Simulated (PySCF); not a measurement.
# Sm(OH)3 at several levels of theory

Computed with PySCF 2.14.0 (density fitting, no spin-orbit coupling) at the geometry relaxed with PBE0:

```xyz
7
Sm(OH)3 (singlet in the valence; each metal's 4f electrons, 5 of them, lie in its core potential, out of spins and levels)
Sm    0.0000    0.0000   -0.0327
O     2.0904    0.0000    0.1162
H     3.0397    0.0000    0.2326
O    -1.0452    1.8103    0.1162
H    -1.5198    2.6325    0.2326
O    -1.0452   -1.8103    0.1162
H    -1.5199   -2.6325    0.2326
```

```json
{"level": "PBE0", "basis": "Sm lcecp-1-SVP with ECP51, O def2-SVP, H def2-SVP", "state": "singlet", "HOMO (eV)": "-7.55", "gap (eV)": "6.28", "charge on Sm1 (e)": "1.10", "population of f-type functions on Sm1 (polarisation alone where 4f lies in the core)": "0.11", "dipole about the centre of mass (D)": "0.55", "largest force component (eV/Å)": "0.01"}
{"level": "BLYP", "basis": "the same", "state": "singlet", "HOMO (eV)": "-5.75", "gap (eV)": "3.75", "charge on Sm1 (e)": "0.85", "population of f-type functions on Sm1 (polarisation alone where 4f lies in the core)": "0.10", "dipole about the centre of mass (D)": "0.49", "largest force component (eV/Å)": "0.68"}
{"level": "wB97X", "basis": "the same", "state": "singlet", "HOMO (eV)": "-10.03", "gap (eV)": "10.51", "charge on Sm1 (e)": "1.11", "population of f-type functions on Sm1 (polarisation alone where 4f lies in the core)": "0.11", "dipole about the centre of mass (D)": "0.58", "largest force component (eV/Å)": "0.26"}
{"level": "M06-L", "basis": "the same", "state": "singlet", "HOMO (eV)": "-6.02", "gap (eV)": "5.24", "charge on Sm1 (e)": "1.25", "population of f-type functions on Sm1 (polarisation alone where 4f lies in the core)": "0.10", "dipole about the centre of mass (D)": "0.57", "largest force component (eV/Å)": "0.32"}
{"level": "CAM-B3LYP", "basis": "the same", "state": "singlet", "HOMO (eV)": "-9.00", "gap (eV)": "8.39", "charge on Sm1 (e)": "1.07", "population of f-type functions on Sm1 (polarisation alone where 4f lies in the core)": "0.11", "dipole about the centre of mass (D)": "0.55", "largest force component (eV/Å)": "0.09"}
```

In the lcecp rows the 4f levels are missing from HOMO and gap, and the state counts the valence alone.

Charges are Mulliken's, which hang on the basis. The relaxation used the grid (50, 194), these runs (75, 302) or, all-electron (x2c bases, spin-free X2C Hamiltonian), (99, 590).

Task: What does PBE0 with Sm lcecp-1-TZVP with ECP51, O def2-TZVP, H def2-TZVP give here?

Result: state singlet, HOMO (eV) -7.83, gap (eV) 6.50, charge on Sm1 (e) 1.63, population of f-type functions on Sm1 (polarisation alone where 4f lies in the core) 0.12, dipole about the centre of mass (D) 0.62, largest force component (eV/Å) 0.28. Time: 31 s on 2 threads of Intel(R) Xeon(R) Processor @ 2.50GHz (Skylake/Cascade Lake) (shared host), from free ions and atoms.

In the first row's basis the gap widens with exact exchange: 3.7 to 5.2 eV for BLYP, M06-L (none); 6.3 eV for PBE0 (a fixed share); 8.4 to 10.5 eV for CAM-B3LYP, wB97X (rising or full at long range).

An lcecp potential fixes the number of 4f electrons, so in runs with it no electron can move into or out of that shell.
